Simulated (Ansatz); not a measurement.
## Molecular dynamics of AlFH6O2Si

input.yaml

```yaml
crystal:
  periodic: [false, false, false]
  atoms:
    - { symbol: Al, position_ang: [0.099037, 0.09494, 0.045791] }
    - { symbol: F, position_ang: [-0.036354, -0.410444, 1.866208] }
    - { symbol: O, position_ang: [1.668335, -0.323893, -0.448061] }
    - { symbol: H, position_ang: [1.90182, -0.649558, -1.321369] }
    - { symbol: O, position_ang: [-1.266868, -0.305466, -0.879068] }
    - { symbol: H, position_ang: [-2.18589, -0.063134, -0.747255] }
    - { symbol: Si, position_ang: [0.040042, 2.51773, 0.973942] }
    - { symbol: H, position_ang: [0.956797, 3.041849, 2.032277] }
    - { symbol: H, position_ang: [0.53011, 3.06555, -0.332523] }
    - { symbol: H, position_ang: [-1.324248, 3.080443, 1.210034] }
    - { symbol: H, position_ang: [-0.00078, 0.668185, 1.853823] }
basis:
  gaussian: { orbitals: def2-SVP }
hamiltonian:
  xc: b3lyp
  dispersion: d4
md:
  timestep: 0.5
  n_steps: 200
  ensemble: nve
  temperature: 100.0
  initial_velocities: maxwell_boltzmann
  seed: 9199
```

Run as:

```bash
$ ansatz run input.yaml --threads 2 --pin off --max-ram 3072MiB --backend cpu --events-out ev --progress --plain --runs-dir out
```

It starts at the highest image of a converged band. Of that band: The profile has 2 maxima (images 1, 5) with wells between them (image 2): this band takes more than one step, which may be the mechanism or a detour left from its start path. Neighbouring images differ by up to 1.5 eV, so the band resolves the path poorly. A vibrational analysis at the climbing image gives one clearly imaginary mode, 615i cm⁻¹: a first-order saddle point.

Output, in part (step lines, the closing report, with atoms numbered from 0):

```
md step     0: t =     0.00 fs  T =   100.0 K  F+E_penalty+E_count = -21377.54379102 eV  E_kin = 0.116334 eV  conserved = -21377.42745703 eV  (26 SCF iters)
md step     1: t =     0.50 fs  T =    98.8 K  F+E_penalty+E_count = -21377.54230178 eV  E_kin = 0.114886 eV  conserved = -21377.42741618 eV  (25 SCF iters)
md step     2: t =     1.00 fs  T =    95.4 K  F+E_penalty+E_count = -21377.53827457 eV  E_kin = 0.110931 eV  conserved = -21377.42734397 eV  (26 SCF iters)
md step     3: t =     1.50 fs  T =    90.7 K  F+E_penalty+E_count = -21377.53277336 eV  E_kin = 0.105509 eV  conserved = -21377.42726424 eV  (26 SCF iters)
md step     4: t =     2.00 fs  T =    85.8 K  F+E_penalty+E_count = -21377.52699430 eV  E_kin = 0.099792 eV  conserved = -21377.42720196 eV  (26 SCF iters)
md step     5: t =     2.50 fs  T =    81.4 K  F+E_penalty+E_count = -21377.52188277 eV  E_kin = 0.094711 eV  conserved = -21377.42717195 eV  (26 SCF iters)
md step     6: t =     3.00 fs  T =    78.0 K  F+E_penalty+E_count = -21377.51791985 eV  E_kin = 0.090753 eV  conserved = -21377.42716722 eV  (26 SCF iters)
md step     7: t =     3.50 fs  T =    75.7 K  F+E_penalty+E_count = -21377.51519015 eV  E_kin = 0.088018 eV  conserved = -21377.42717197 eV  (26 SCF iters)
[... lines left out ...]
Total energy: -21378.79065922 eV, -785.6560656616 hartree
Atom 0 at     0.112361    -0.693991     0.234667 Å, force     0.260722     0.549778    -0.980299 eV/Å
Atom 1 at    -0.067407    -1.768446     1.501648 Å, force     0.060147     0.358840    -0.328994 eV/Å
Atom 2 at     1.708895    -0.422114    -0.397473 Å, force    -1.040737    -0.329299     0.699565 eV/Å
Atom 3 at     1.968382     0.247945    -1.036468 Å, force    -0.195955    -0.018855     0.014404 eV/Å
Atom 4 at    -1.201253     0.064433    -0.564818 Å, force     0.535135    -0.176130     0.447819 eV/Å
Atom 5 at    -2.109474     0.369818    -0.464522 Å, force     0.375383    -0.301995     0.160150 eV/Å
Atom 6 at    -0.013801     3.803938     0.849893 Å, force     0.959302    -0.666926     2.030269 eV/Å
Atom 7 at     0.484963     5.114780     0.393462 Å, force    -0.252971     0.213447    -0.387012 eV/Å
Atom 8 at     0.473828     2.670358    -0.001560 Å, force     0.313388     0.181386     0.169452 eV/Å
Atom 9 at    -1.468370     3.543909     0.890188 Å, force    -0.291184     0.429594     0.031728 eV/Å
Atom 10 at     0.572064     3.760720     2.394814 Å, force    -0.723229    -0.239839    -1.857082 eV/Å
Dipole moment:    -0.296613     0.480793    -0.281955 e Å
```

The steps, from the saved trajectory:

```json
{"time (fs)": "0", "T (K)": "100", "potential energy less start (eV)": "0.000", "conserved less start (meV/atom)": "0.00"}
{"time (fs)": "3", "T (K)": "78", "potential energy less start (eV)": "0.026", "conserved less start (meV/atom)": "0.03"}
{"time (fs)": "6", "T (K)": "82", "potential energy less start (eV)": "0.021", "conserved less start (meV/atom)": "0.03"}
{"time (fs)": "9", "T (K)": "140", "potential energy less start (eV)": "-0.047", "conserved less start (meV/atom)": "0.03"}
{"time (fs)": "12", "T (K)": "280", "potential energy less start (eV)": "-0.209", "conserved less start (meV/atom)": "0.06"}
{"time (fs)": "15", "T (K)": "572", "potential energy less start (eV)": "-0.550", "conserved less start (meV/atom)": "-0.13"}
{"time (fs)": "18", "T (K)": "444", "potential energy less start (eV)": "-0.398", "conserved less start (meV/atom)": "0.16"}
{"time (fs)": "21", "T (K)": "767", "potential energy less start (eV)": "-0.779", "conserved less start (meV/atom)": "-0.33"}
{"time (fs)": "24", "T (K)": "659", "potential energy less start (eV)": "-0.649", "conserved less start (meV/atom)": "0.12"}
{"time (fs)": "27", "T (K)": "1030", "potential energy less start (eV)": "-1.084", "conserved less start (meV/atom)": "-0.16"}
{"time (fs)": "30", "T (K)": "1054", "potential energy less start (eV)": "-1.109", "conserved less start (meV/atom)": "0.06"}
{"time (fs)": "33", "T (K)": "1186", "potential energy less start (eV)": "-1.264", "conserved less start (meV/atom)": "-0.08"}
{"time (fs)": "36", "T (K)": "1224", "potential energy less start (eV)": "-1.307", "conserved less start (meV/atom)": "0.02"}
{"time (fs)": "39", "T (K)": "1345", "potential energy less start (eV)": "-1.449", "conserved less start (meV/atom)": "0.02"}
{"time (fs)": "42", "T (K)": "1524", "potential energy less start (eV)": "-1.658", "conserved less start (meV/atom)": "-0.13"}
{"time (fs)": "45", "T (K)": "1330", "potential energy less start (eV)": "-1.430", "conserved less start (meV/atom)": "0.08"}
{"time (fs)": "48", "T (K)": "1342", "potential energy less start (eV)": "-1.446", "conserved less start (meV/atom)": "-0.10"}
{"time (fs)": "51", "T (K)": "1166", "potential energy less start (eV)": "-1.240", "conserved less start (meV/atom)": "0.02"}
{"time (fs)": "54", "T (K)": "1112", "potential energy less start (eV)": "-1.177", "conserved less start (meV/atom)": "0.05"}
{"time (fs)": "57", "T (K)": "1278", "potential energy less start (eV)": "-1.371", "conserved less start (meV/atom)": "-0.08"}
{"time (fs)": "60", "T (K)": "1231", "potential energy less start (eV)": "-1.315", "conserved less start (meV/atom)": "0.05"}
{"time (fs)": "63", "T (K)": "1278", "potential energy less start (eV)": "-1.372", "conserved less start (meV/atom)": "-0.09"}
{"time (fs)": "66", "T (K)": "1120", "potential energy less start (eV)": "-1.187", "conserved less start (meV/atom)": "0.02"}
{"time (fs)": "69", "T (K)": "1062", "potential energy less start (eV)": "-1.118", "conserved less start (meV/atom)": "0.05"}
{"time (fs)": "72", "T (K)": "1248", "potential energy less start (eV)": "-1.336", "conserved less start (meV/atom)": "-0.08"}
{"time (fs)": "75", "T (K)": "1206", "potential energy less start (eV)": "-1.286", "conserved less start (meV/atom)": "0.03"}
{"time (fs)": "78", "T (K)": "1295", "potential energy less start (eV)": "-1.391", "conserved less start (meV/atom)": "-0.09"}
{"time (fs)": "81", "T (K)": "1231", "potential energy less start (eV)": "-1.316", "conserved less start (meV/atom)": "-0.02"}
{"time (fs)": "84", "T (K)": "1089", "potential energy less start (eV)": "-1.150", "conserved less start (meV/atom)": "0.05"}
{"time (fs)": "87", "T (K)": "1212", "potential energy less start (eV)": "-1.294", "conserved less start (meV/atom)": "-0.05"}
{"time (fs)": "90", "T (K)": "1197", "potential energy less start (eV)": "-1.276", "conserved less start (meV/atom)": "0.03"}
{"time (fs)": "93", "T (K)": "1348", "potential energy less start (eV)": "-1.454", "conserved less start (meV/atom)": "-0.10"}
{"time (fs)": "96", "T (K)": "1333", "potential energy less start (eV)": "-1.435", "conserved less start (meV/atom)": "-0.04"}
{"time (fs)": "99", "T (K)": "1167", "potential energy less start (eV)": "-1.241", "conserved less start (meV/atom)": "0.05"}
```

The run went to its last step. The conserved energy stayed within 0.34 meV per atom of its start (net change 0.038 meV per atom), so the integration is sound. The kinetic energy rose, since the run started high on the potential surface and went downhill. It ends in pieces (AlFH2O2 + H4Si), so much of that is their flight and rotation, not heat. A run of 0.1 ps of so small a system gives no equilibrium averages. The orbitals stay closed-shell, which can raise the energy where a bond breaks towards radicals; this wasn't checked here.

Between its relaxed ends the band would form Al1–Si7, F2–H11 and break Si7–H11. These pairs go: Al1–Si7 2.60 → 4.54 Å, F2–H11 1.08 → 5.64 Å, Si7–H11 2.05 → 1.65 Å. In the last frame they stand as before the step (other bonds may differ from the relaxed reactants and products). Also parted: Al1–H11 1.90 → 4.97 Å. It ends as AlFH2O2 + H4Si. Pairs count as bonded within 1.25 times the sum of covalent radii (0.12 Å more for H–H).

Last frame:

```xyz
11
Properties=species:S:1:pos:R:3
Al 0.112 -0.694 0.235
F -0.067 -1.768 1.502
O 1.709 -0.422 -0.398
H 1.968 0.248 -1.036
O -1.201 0.064 -0.565
H -2.110 0.370 -0.465
Si -0.014 3.804 0.850
H 0.485 5.115 0.394
H 0.474 2.670 -0.002
H -1.468 3.544 0.890
H 0.572 3.761 2.395
```

The run took 7.4 min on 2 threads of Arm Neoverse V2 (shared host), peak memory 0.23 GiB.
